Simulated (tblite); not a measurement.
Species: C₄H₇F₂N.
Atom-mapped SMILES: `[F:1][CH:2]([F:3])[C@H:4]1[CH2:5][CH2:6][NH:7]1` (hydrogens: H8 on C2; H9 on C4; H10, H11 on C5; H12, H13 on C6; H14 on N7)

Computed with GFN2-xTB (tblite), gas phase: nudged elastic band of 9 images (0 to 8), spring 0.2 eV/Å², climbing image at the end, force threshold 0.05 eV/Å. The top image wasn't refined or checked by frequencies; at this threshold it can lie a kcal/mol or more above the true saddle point of the method.

The band describes a rotation about C2–C4 (CHF2 carbon, sp3 carbon bound to nitrogen), followed by the dihedral F3–C2–C4–N7, from the optimised start (158°) to a second optimised geometry at -74°.

Task: How does the energy change from image to image?

Result: 
| image | dihedral (°) | E (kcal/mol) | C2–C4 (Å) | F3···N7 (Å) | largest true force (eV/Å) |
| --- | --- | --- | --- | --- | --- |
| 0 | 158 | 0.00 | 1.524 | 3.63 | 0.01 |
| 1 | 175 | 0.35 | 1.523 | 3.66 | 0.05 |
| 2 | -168 | 1.22 | 1.527 | 3.65 | 0.06 |
| 3 | -152 | 2.32 | 1.532 | 3.61 | 0.06 |
| 4 | -136 | 3.18 | 1.537 | 3.54 | 0.04 |
| 5 | -120 | 3.43 | 1.537 | 3.44 | 0.04 |
| 6 | -104 | 3.07 | 1.534 | 3.31 | 0.04 |
| 7 | -88 | 2.50 | 1.529 | 3.16 | 0.05 |
| 8 | -74 | 2.17 | 1.527 | 3.04 | 0.01 |

Barriers of this band. The top is image 5 at -120°: 3.43 kcal/mol forward and 1.26 kcal/mol back; the end lies 2.17 kcal/mol above the start. The central bond is 0.013 Å longer at the top than at the start.

Task: What rate follows at 250 K for crossing this barrier forward?

Result: Taking the electronic barrier for the free energy of activation (no zero-point or entropy terms, transmission 1), rate = (kT/h)·exp(−ΔE/kT) ≈ 5 × 10^9 s⁻¹, whose inverse is 2 × 10^-10 s. An error of 1 kcal/mol in the barrier changes this by a factor of 7, and the method and the loose band can each miss by that much or more.

Task: How would the two end points share their population at 250 K, from these energies alone?

Result: exp(−ΔE/kT) with ΔE = 0.094 eV gives 0.013 for the higher one (end) against 1 for the lower, without vibrational, rotational or degeneracy terms.

Task: How long is the path, and how are the images spaced?

Result: Cartesian distances between aligned neighbours (all atoms, Å): 0.58, 0.53, 0.53, 0.53, 0.53, 0.53, 0.52, 0.52; the sum is 4.25 Å, and the top lies 63 % of the way along.

What follows is the cost of the whole band run. Cost: about 4 s of CPU time on one thread; the machine was shared, so the figure is rough.
